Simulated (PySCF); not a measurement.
# Relaxation of singlet SnSCl2

These are results of PySCF, PBE, basis Sn def2-SVP with ECP28, S def2-SVP, Cl def2-SVP (scalar-relativistic core potentials, no spin–orbit coupling, density fitting), not measurements. A (50,194) grid was used.

A hand-made trigonal planar start, of C2v symmetry, held to at least that symmetry:

```xyz
4
charge 0 multiplicity 1, angstrom
Sn   -0.0270   -0.0467    0.0000
S    -1.1470   -1.9866    0.0000
Cl    2.3630   -0.0467    0.0000
Cl   -1.2220    2.0231    0.0000
```

Task: What does it relax to?

Result: It ends at C2v with Sn–Cl 2.358 Å (×2), Sn–S 2.234 Å; Cl–Sn–Cl 102.8°, Cl–Sn–S 128.6° (×2). The frequency run here used a shortcut that can spoil soft modes, so no verdict on minimum or saddle point is given. Other isomers or separated fragments may lie lower.

Task: How much energy is released, and in how many steps?

Result: 15.9 kJ/mol in 4 steps.
